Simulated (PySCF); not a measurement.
C5H12, SMILES CCCCC. Geometry optimised at PBE-D3(BJ)/def2-SVP. Other conformers were not sampled.

These are PBE-D3(BJ)/def2-SVP run with PySCF values and carry that method's errors.

Harmonic wavenumbers (cm⁻¹): 82, 126, 206, 247, 286, 325, 462, 719, 749, 828, 844, 905, 966, 990, 1035, 1080, 1119, 1143, 1212, 1240, 1274, 1279, 1318, 1343, 1351, 1354, 1405, 1411, 1418, 1420, 1423, 1430, 1433, 2942, 2955, 2957, 2963, 2966, 2986, 3001, 3008, 3046, 3050, 3056, 3058. Rotational constants (GHz): 11.59, 2.254, 2.084; symmetry number 1.

Question: Work out the zero-point energy and the ideal-gas rigid-rotor harmonic-oscillator thermochemistry at 298.15 K and 1 atm.

Answer: ZPE = ½ Σ hcν = ½ × 68414 cm⁻¹ = 97.80 kcal/mol. H − E(el) = 102.87 kcal/mol. Entropy in cal/(mol K): translation 38.75, rotation 26.18, vibration 16.06, total 80.98. G − E(el) = 78.72 kcal/mol. Cp = 27.16 cal/(mol K). Modes under 150 cm⁻¹ make the vibrational entropy uncertain.
